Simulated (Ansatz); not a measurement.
## Worked example: the barrier

An elementary step of BSiH₇SO, singlet (SiH₄O ([OH][SiH3]) + BH₃S ([BH2][SH]) → BSiH₅O ([BH2][O][SiH3]) + H₂S; bonds formed: S2–H5; dative contacts that become bonds: B1–O6; bonds broken: B1–S2, H5–O6). “Start” is the structure reached by relaxing down from the saddle towards the reactants; PBE0-D4/def2-TZVP structures. The saddle:

B1  (-1.058, 0.258, 0.456)
S2  (-1.257, -1.602, 1.213)
H3  (-1.336, 1.082, 1.280)
H4  (-1.666, 0.268, -0.583)
H5  (0.128, -1.094, 0.700)
O6  (0.457, 0.090, 0.254)
Si7  (1.248, 0.490, -1.154)
H8  (-0.969, -1.304, 2.491)
H9  (0.707, -0.298, -2.291)
H10  (1.064, 1.938, -1.415)
H11  (2.681, 0.171, -0.951)
(Å)

Computed with Ansatz 0.2.0 (basis: def2-TZVPP and def2-QZVPP); correlated methods freeze the cores.

Energies in eV:

| quantity | saddle | start |
| --- | --- | --- |
| Hartree–Fock, triple zeta (X = 3) | -21501.38010 | -21502.39164 |
| Hartree–Fock, quadruple zeta (X = 4) | -21502.07962 | -21503.09314 |
| MP2 correlation, X = 3 | -18.95449 | -18.50969 |
| MP2 correlation, X = 4 | -20.37403 | -19.93112 |
| CCSD(T) correlation, X = 3 | -21.11007 | -20.73269 |

Task: Work out the barrier at the basis limit: extrapolate Hartree–Fock as E(X) = E∞ + A exp(−7.88 √X) and the MP2 correlation as E(X) = E∞ + B X^−2.97 (the exponents that Neese and Valeev fitted for def2-TZVPP and QZVPP), then add CCSD(T) − MP2 in triple zeta.

Result: Each step is linear, so take the differences first (saddle − start): Hartree–Fock 1.01154 (X = 3) and 1.01352 (X = 4); MP2 correlation -0.44480 and -0.44291; CCSD(T) correlation -0.37738.
Two points give E∞ = E(4) + w [E(4) − E(3)], with w = 1/(exp(7.88 (2 − √3)) − 1) = 0.1377 for Hartree–Fock and w = 1/((4/3)^2.97 − 1) = 0.7407 for the correlation.
Hartree–Fock: 1.01352 + 0.1377 × 0.00198 = 1.0138 eV.
MP2 correlation: -0.44291 + 0.7407 × 0.00189 = -0.4415 eV.
CCSD(T) − MP2: -0.37738 − (-0.44480) = 0.0674 eV.
Sum: 1.0138 + (-0.4415) + 0.0674 = 0.6397 eV, or 14.75 kcal/mol. Plain CCSD(T) in triple zeta gives 0.6342 eV, so the larger basis shifts the result by 0.0055 eV.

No T1 diagnostic of these runs exceeds 0.013.

Labels in which every atom is bracketed show which atoms are joined, not bond orders.

For scale, one of the runs: CCSD(T)/def2-TZVPP, 244 basis functions, launched by `ansatz run in.yaml --threads 3 --pin off --events-out ev --progress --plain --max-ram 6092MiB`. Time: 62 s of wall clock on 3 CPU threads of an Intel Xeon; the host was shared. Peak host memory: 5 GiB.
